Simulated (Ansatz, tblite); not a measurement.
Cost and result up the ladder for Ge(NH2)2 (GeN2H4) (7 atoms). Charge 0, multiplicity 1. Geometry: r2SCAN-D4/def2-TZVP.

| atom | x (Å) | y (Å) | z (Å) |
| --- | --- | --- | --- |
| Ge1 | 0.5960 | 1.0775 | -0.1666 |
| N2 | 1.1679 | -0.6571 | -0.2837 |
| H3 | 2.1231 | -0.8755 | -0.5178 |
| H4 | 0.6134 | -1.4876 | -0.1321 |
| N5 | -1.1409 | 0.7062 | 0.2752 |
| H6 | -1.8073 | 1.4453 | 0.4322 |
| H7 | -1.5522 | -0.2088 | 0.3927 |

Ansatz on 4 threads of Arm Neoverse V1 on a shared host; xTB runs through tblite on one thread. Times are rough, summed over both states, and most runs start from the orbitals of an earlier one. PBE0-D4/def2-TZVP serves as the yardstick here, not as an exact answer. The other state is a triplet.

The xTB rows come from tblite. HOMO above LUMO, or a gap near zero within one spin, warns that the state may not be the lowest or that an electron is smeared out.

xTB has no spin-polarisation term.

```json
{"level": "GFN2-xTB", "functions": "21", "wall time": "0.006 s", "vertical triplet (eV)": "4.94", "difference from PBE0-D4/def2-TZVP (eV)": "1.30", "remarks": "–"}
{"level": "GFN1-xTB", "functions": "25", "wall time": "0.008 s", "vertical triplet (eV)": "3.72", "difference from PBE0-D4/def2-TZVP (eV)": "0.08", "remarks": "–"}
{"level": "PBE-D4/def2-TZVP", "functions": "134", "wall time": "6.2 s", "vertical triplet (eV)": "3.78", "difference from PBE0-D4/def2-TZVP (eV)": "0.13", "remarks": "gap within one spin near zero (triplet)"}
{"level": "PBE0-D4/def2-TZVP", "functions": "134", "wall time": "6.4 s", "vertical triplet (eV)": "3.65", "difference from PBE0-D4/def2-TZVP (eV)": "0.00", "remarks": "–"}
{"level": "r2SCAN-D4/def2-TZVP (with forces)", "functions": "134", "wall time": "10 s", "vertical triplet (eV)": "3.62", "difference from PBE0-D4/def2-TZVP (eV)": "-0.02", "remarks": "–"}
```
